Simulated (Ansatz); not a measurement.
Consider the formal exchange of groups at the Si–Cl bond: `F[SiH](F)[SiH2]Cl` + CH₄ → `C[SiH2][SiH](F)F` + HCl.

Isolated molecules relaxed with PBE0-D4/def2-TZVP in Ansatz; ΔE leaves out vibrations. CBS: MP2 limit from def2 TZ/QZ plus the TZ coupled-cluster correction, frozen cores. This one scheme is used for every species. Functionals use def2-TZVPP. One conformer a species, not always the lowest.

```json
{"level": "BLYP", "ΔE (kJ/mol)": "96.6"}
{"level": "SCS-MP2/def2-QZVPP", "ΔE (kJ/mol)": "98.1"}
```

(1) What does CCSD(T)/CBS give? (Estimate.)

(2) What do rigid-rotor, harmonic-oscillator terms from PBE0-D4/def2-TZVP frequencies (298.15 K, 1 bar) make of the CCSD(T)/CBS value? (Best estimate.)

Largest T1 diagnostic among the species: 0.012.

Answers

(1) Ansatz gave: +94.0 kJ/mol. The listed levels differ from it by 2.6, 4.1 kJ/mol.

(2) Computed: ΔZPE = -7.8 kJ/mol, ΔH = +86.8 kJ/mol, ΔS = 5 J/(mol·K), ΔG = +85.2 kJ/mol. Modes under 50 cm⁻¹ make the entropy rough.

Leaving LDA and LC-ωPBE aside and taking each functional with its dispersion term where it has one, the values, not all of them listed here, spread over 9.3 kJ/mol, from PBE-D4 to BHLYP-D4. LDA lies −6.7 kJ/mol from PBE without D4. In def2-TZVPP, CCSD(T) changes the Hartree–Fock value by −15.4 kJ/mol (the triples alone add −0.9 kJ/mol) and MP2 by −10.5 kJ/mol. From BLYP to BHLYP (50 % exact exchange), in def2-TZVPP and without D4, ΔE moves by +3.4 kJ/mol.

CCSD(T)/CBS has its own doubt, a few kJ/mol and more with outer-core shells, so smaller differences from it don't rank the levels.
